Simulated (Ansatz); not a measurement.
Program: Ansatz. Geometries: PBE0-D4/def2-TZVP. ΔE: electronic, gas phase. CCSD(T)/CBS adds triple-zeta CCSD(T) − MP2 to the extrapolated MP2 energy (def2 sets, frozen cores). Functionals use def2-TZVPP. For Ge outer-core shells are correlated without core-valence functions, which leaves a few kJ/mol of doubt a bond. Scalar relativity is left out up to krypton. One conformer a species, not always the lowest.

Consider the redistribution: `N[SiH](S)CCl` + `C[O][GeH]([CH3])[SiH3]` → `N[SiH]([SiH3])CCl` + `C[O][GeH]([CH3])[SH]`.

`N[SiH](S)CCl`:

Z-matrix (Å, degrees):
```
Si
S 1 2.142
C 1 1.882 2 109.0
N 1 1.709 2 118.2 3 -120.9
H 1 1.483 2 103.2 3 118.1
H 2 1.345 1 93.7 3 54.6
Cl 3 1.791 1 109.2 2 -68.8
H 3 1.090 1 111.7 2 173.0
H 3 1.089 1 112.1 2 50.0
H 4 1.009 1 117.9 2 78.8
H 4 1.008 1 119.7 2 -60.9
```

`C[O][GeH]([CH3])[SiH3]`:

Cartesian coordinates in Å:
```
C 1.005 -1.772 -1.217
O 1.106 -0.991 -0.056
Ge 0.264 0.590 -0.010
C 0.877 1.401 1.646
Si -2.102 0.232 -0.089
H 1.370 -1.241 -2.108
H 1.619 -2.666 -1.082
H -0.025 -2.097 -1.416
H 0.735 1.393 -1.250
H 0.451 2.398 1.765
H 0.578 0.784 2.494
H 1.965 1.479 1.631
H -2.492 -0.516 -1.315
H -2.806 1.544 -0.097
H -2.545 -0.539 1.103
```

`N[SiH]([SiH3])CCl`:

```xyz
13

N     0.064    1.157   -1.593
Si   -0.517    0.244   -0.260
Si    0.757    0.748    1.644
C    -0.459   -1.628   -0.543
Cl   -1.059   -2.437    0.935
H     1.043    1.300   -1.773
H    -0.503    1.357   -2.399
H    -1.951    0.590   -0.072
H     0.143    0.220    2.889
H     2.120    0.160    1.501
H     0.906    2.224    1.769
H     0.552   -1.991   -0.727
H    -1.096   -1.942   -1.371
```

`C[O][GeH]([CH3])[SH]`:

Z-matrix (Å, degrees):
```
C
O 1 1.407
H 1 1.097 2 112.0
H 1 1.092 2 108.0 3 -119.2
H 1 1.098 2 112.1 3 122.0
Ge 2 1.779 1 119.4 3 -54.7
S 6 2.227 2 109.9 1 58.7
C 6 1.942 2 111.2 1 -58.5
H 6 1.534 2 103.0 1 177.3
H 7 1.343 6 94.1 2 65.8
H 8 1.091 6 110.3 2 65.6
H 8 1.091 6 110.0 2 -174.5
H 8 1.091 6 109.7 2 -54.5
```

Question: Is it downhill or uphill in electronic energy at CCSD(T)/CBS, and by how much? (Best estimate.)

Answer: Ansatz gave: Uphill: ΔE = +0.31 eV.

Question: What do these levels give: PBE-D4, PBE0-D4, ωB97X-V, PBE, PBE0, CCSD/CBS(def2)? (An estimate is asked.)

Answer: Computed: PBE-D4 0.29, PBE0-D4 0.29, ωB97X-V 0.27, PBE 0.29, PBE0 0.29, CCSD/CBS(def2) 0.31 eV.

Largest T1 diagnostic among the species: 0.012.

In def2-TZVPP, CCSD(T) changes the Hartree–Fock value by +0.03 eV (the triples alone add +0.00 eV) and MP2 by +0.06 eV.
